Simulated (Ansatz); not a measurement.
Ansatz (a program for electronic structure) input (B2GP-PLYP/def2-TZVPD):

Ansatz 0.2 input:
```yaml
crystal:
  periodic: [false, false, false]
  atoms:
    - {symbol: Sr, position_ang: [-0.00000000, -0.00000000, -0.76713990]}
    - {symbol: Cl, position_ang: [0.00000000, 0.00000000, 1.71478330]}
basis:
  gaussian:
    orbitals: def2-TZVPD
hamiltonian:
  xc: {name: B2GP-PLYP}
total_charge: 1
magnetization: {spin_polarized: false}
correlation: {electrons: outside_noble_gas}
```

End of the output:

```
integrals: 0.03 GiB planned
568 factors; integrals over basis functions are off by at most 9.0e-4 eV
mean field: 0.20 GiB planned
mean field evaluation 1: about -13338.2196 eV, gradient 4.6e1 eV
mean field evaluation 2: about -13338.2299 eV, gradient 4.6e1 eV
mean field evaluation 4: about -13343.9341 eV, gradient 2.9e0 eV
mean field evaluation 8: about -13343.9709 eV, gradient 4.4e-2 eV
mean field evaluation 16: about -13343.9709 eV, gradient 2.3e-6 eV
mean field -13343.97092383 eV, -490.3818865822 hartree, gradient 2.3e-6 eV, S^2 0.000000; 0 other end points of the search recorded, 0 dependent functions left out
9 core orbitals not correlated
reference -13343.97103126 eV, -490.3818905303 hartree; 4, 4 occupied and 66, 66 virtual orbitals, 568 factors
second order -6.32549933 eV of doubles, -0.00000000 eV of singles
Total energy: -13346.24821102 eV, -490.4655753429 hartree
```
